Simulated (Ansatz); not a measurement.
`[CH3][Al-]([CH3])([CH3])[PH3+]`, charge 0, multiplicity 1.

Question: Give a relaxed structure at PBE0-D4/def2-TZVP (Ansatz 0.2.0). (Estimate.)

Answer: Ansatz gave: 
Z-matrix (Å, degrees):
```
C
Al 1 1.975
H 1 1.095 2 112.9
H 1 1.097 2 109.9 3 -118.8
H 1 1.095 2 112.9 3 122.5
C 2 1.975 1 118.2 3 -164.4
C 2 1.975 1 118.2 3 41.9
P 2 2.609 1 97.8 3 -61.3
H 6 1.095 2 112.9 1 164.5
H 6 1.095 2 112.9 1 42.0
H 6 1.097 2 109.9 1 -76.7
H 7 1.095 2 112.9 1 -164.4
H 7 1.097 2 109.9 1 76.8
H 7 1.095 2 112.9 1 -41.9
H 8 1.411 2 119.7 1 0.5
H 8 1.411 2 119.8 1 120.6
H 8 1.411 2 119.7 1 -119.4
```
Point group C3v.
This is one stationary point; other conformers may exist.
